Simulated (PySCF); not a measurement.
Vertical excitations of a molecule C2H7FSi2 from PySCF with TDA-PBE/def2-SVPD, as energy in eV (oscillator strength): 5.36 (0.009), 5.89 (0.003), 5.91 (0.236), 6.08 (0.000), 6.40 (0.017), 6.47 (0.027), 6.93 (0.000), 6.94 (0.000), 7.14 (0.002), 7.26 (0.049). Lowest triplet (TDA): 3.93 eV. The structure is a stationary point at B3LYP-D3(BJ)/def2-SVP. Other conformers were not sampled.

Task: Which structure fits?
(A) F[C@H]1C[SiH2][SiH2]1
(B) C=C([SiH3])[SiH2]F
(C) F[SiH2]/C=C\[SiH3]
(D) FC=C([SiH3])[SiH3]

Result: C, F[SiH2]/C=C\[SiH3]
